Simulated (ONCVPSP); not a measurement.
Configuration tests for Bi (ONCV)

- Element: Bi
- Generator: ONCVPSP 4.0.1
- Type: optimised norm-conserving Vanderbilt (ONCV)
- Functional: PBE
- Relativity: non-relativistic
- Frozen core: [Xe] 4f14 5d10
- Valence charge: 5
- Reference configuration: 6s2 6p2 (charge +1)
- Partial waves: 6s: rc 2.10 bohr, ncon 4, nbas 7, qcut 2.4 1/bohr, 2 projectors, debl 3.4 Ha; 6p: rc 2.10 bohr, ncon 5, nbas 10, qcut 4.1 1/bohr, local
- Local potential: the p channel
- Core correction: polynomial model core, fcfact 0.6

Energies are relative to the spin-unpolarised reference configuration 6s2 6p2; without spin polarisation the order of configurations can differ from experiment.

(1) Give the all-electron excitation energy and the error of the potential for: 6s2 6p3; 6s2 6p1; 6s2 6p0; 6s2 6p2.5.

Levels in the configuration 6s2 6p2.5:

| level | all-electron (eV) | pseudo (eV) |
| --- | --- | --- |
| 6s | -14.866 | -14.857 |
| 6p | -7.990 | -7.986 |

Note: no bound ghost flagged; GHOST(+) flagged for s at 98.5 eV.

Results:

(1)

| valence configuration | charge | ΔE all-electron (eV) | error AE − PS (meV) |
| --- | --- | --- | --- |
| 6s2 6p3 | 0 | -8.029 | -3.3 |
| 6s2 6p1 | +2 | 15.189 | -14 |
| 6s2 6p0 | +3 | 38.228 | -92 |
| 6s2 6p2.5 | +0.5 | -4.858 | -1.3 |
